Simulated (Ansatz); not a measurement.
`Br[SiH]1CCO1`, charge 0, multiplicity 1.

Q: Give a relaxed structure at PBE0-D4/def2-TZVP (the Gaussian-basis code of Ansatz). (Estimate.)

A: Ansatz gave: 
```xyz
10

Br   -1.023    2.777    0.434
Si   -0.002    0.853    0.839
C    -0.683   -0.649   -0.030
C     0.656   -0.560   -0.795
O     1.304    0.560   -0.134
H     0.293    0.862    2.290
H    -0.788   -1.546    0.580
H    -1.572   -0.514   -0.643
H     0.533   -0.334   -1.856
H     1.281   -1.449   -0.686
```
This is one stationary point; other conformers may exist.
